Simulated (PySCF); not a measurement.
# Distorted geometries of Pb(CH3)I

Pb(CH3)I (singlet). PySCF 2.14.0, RKS BP86, Pb def2-SVP with ECP60, C def2-SVP, H def2-SVP, I def2-SVP with ECP28; non-relativistic Hamiltonian with scalar-relativistic core potentials where named; density fitting; no spin-orbit coupling. Relaxed geometry:

```xyz
6

Pb    1.0475    0.0000   -0.9891
C     2.8615    0.0000    0.4737
H     3.8211    0.0000   -0.0832
H     2.8035    0.8984    1.1226
H     2.8035   -0.8984    1.1226
I    -0.9395    0.0000    1.0869
```

Task: Order these distorted geometries by energy above the relaxed one, lowest first.
A.
```xyz
6

Pb    1.0924    0.0519   -0.9398
C     2.7450   -0.0645    0.3744
H     3.9308    0.0295   -0.1216
H     2.8368    0.7098    1.1162
H     2.6109   -0.9580    1.1407
I    -0.8185    0.2312    1.1635
```
B.
```xyz
6

Pb    1.0259    0.0327   -0.9973
C     2.8806    0.0179    0.4700
H     3.8858   -0.0262   -0.0094
H     2.7713    0.9160    1.0250
H     2.7433   -0.9028    1.0901
I    -0.9093   -0.0376    1.1549
```
C.
```xyz
6

Pb    1.1720   -0.0735   -1.1448
C     2.7953    0.1466    0.6360
H     3.7728    0.0314    0.0399
H     3.0367    0.8318    1.1404
H     2.6645   -0.9962    1.1899
I    -1.0437    0.0599    0.8720
```

Result: B (0.08 eV), A (0.85 eV), C (2.02 eV).

Task: Which forces (eV/Å) act in the one that lies 0.08 eV up?

Result: 
```
Pb   0.12 -0.02  0.13
C    0.06 -1.77 -1.18
H   -0.24  0.07 -0.11
H   -0.10  1.29  1.18
H    0.03  0.43  0.08
I    0.13  0.00 -0.11
```
Forces carry noise of the integration grid, about 0.01 to 0.03 eV/Å.
